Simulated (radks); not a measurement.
Charge is removed step by step from the 2p up level of B, starting from [He] 2s2 2p(up 1, down 0). All-electron calculation, scalar-relativistic Kohn-Sham, PBEsol, spin-polarised, spherical densities, point nucleus. Program: a radial shooting solver on a logarithmic mesh with Libxc functionals.

removed (e)  E - E(0) (eV)  eigenvalue (eV)  E minus straight line (eV)
0                    0.000           -3.975                       0.000
0.125                0.560           -4.994                      -0.492
0.25                 1.250           -6.059                      -0.853
0.375                2.076           -7.167                      -1.078
0.5                  3.044           -8.314                      -1.163
0.625                4.157           -9.499                      -1.102
0.75                 5.420          -10.718                      -0.890
0.875                6.837          -11.969                      -0.524
1                    8.413          -13.247                       0.000

Removing the whole electron costs 8.413 eV by Delta-SCF, against 3.975 eV from minus the eigenvalue at the starting occupation. Slater's transition state (half an electron removed) gives 8.314 eV. Integrating minus the eigenvalue over the occupation (Janak's theorem) gives 8.413 eV. In this scalar-relativistic scheme the density is built from large components alone, so the theorem holds only approximately. The mean slope of the eigenvalue, de/dn, is 9.27 eV per electron. Ionisation energy of B in the NIST Atomic Spectra Database: 8.298 eV (measured).
